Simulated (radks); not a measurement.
Problem. Ionisation of the sulfur ion S+, [Ne] 3s2 3p3, to [Ne] 3s2 3p2 as the strength of local exchange is varied. All-electron calculation, scalar-relativistic Kohn-Sham, Slater X-alpha exchange (alpha = 2/3 is LDA exchange), no correlation, spin-polarised, spherical densities, finite nucleus; open shells are filled with parallel spins first; Fermi nuclear charge, rms radius 3.2611 fm. Program: a radial shooting solver on a logarithmic mesh with Libxc functionals.

| alpha | E(S+) (hartree) | exchange (hartree) | IE (eV) | -e of the level emptied (eV) | <r> of it (bohr) |
|---|---|---|---|---|---|
| 0.673 | -396.53209 | -23.02280 | 22.429 | 17.032 (3p) | 1.886 |
| 0.682 | -396.84014 | -23.34564 | 22.570 | 17.165 (3p) | 1.882 |
| 0.875 | -403.49361 | -30.36326 | 25.692 | 20.139 (3p) | 1.799 |
| 1.012 | -408.27154 | -35.45414 | 28.024 | 22.380 (3p) | 1.746 |
| x | -396.32683 | -22.80779 | 22.335 | 16.943 (3p) | 1.889 |

Which alpha was used in the last row?

Solution. alpha = 0.667. NIST Atomic Spectra Database: 23.338 eV (measured). The Delta-SCF value meets it near alpha = 0.73. Open shells are spherical and high-spin; term and fine-structure splittings are not resolved.
